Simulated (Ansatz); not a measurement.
C2H8GeO (`C[O][GeH2][CH3]`). The species carries charge 0 and has multiplicity 1.

```xyz
12

C    -0.955   -1.809    0.695
O    -0.596   -0.453    0.727
Ge    0.436    0.180   -0.584
C     0.677    2.056   -0.169
H    -1.582   -2.018    1.565
H    -0.080   -2.472    0.740
H    -1.530   -2.065   -0.206
H     1.760   -0.617   -0.582
H    -0.295   -0.056   -1.926
H     1.156    2.160    0.805
H     1.301    2.539   -0.923
H    -0.292    2.555   -0.141
```

Problem. What are the harmonic wavenumbers in cm⁻¹ at PBE0-D4/def2-TZVP (Ansatz, finite differences of forces, unscaled)? (An estimate is asked.)

Solution. Computed: 72, 107, 131, 140, 267, 466, 618, 638, 643, 735, 846, 855, 885, 1132, 1179, 1203, 1267, 1451, 1455, 1476, 1492, 1496, 2113, 2119, 2986, 3036, 3068, 3097, 3159, 3165.

Problem. Is this a minimum?

Solution. Yes, all 30 modes are real.

Problem. Give the ideal-gas thermochemistry at 298.15 K and 1 bar (rigid rotor, harmonic oscillator; point group Cs, symmetry number 1).

Solution. Zero-point energy 247.0 kJ/mol; H(298) − E = 268.4 kJ/mol; entropy 350.5 J/(mol·K), of which translation 168.6, rotation 107.8, vibration 74.1; G(298) − E = 163.9 kJ/mol. Modes under 100 cm⁻¹ are hindered rotations or soft bends, so the harmonic entropy is rough.
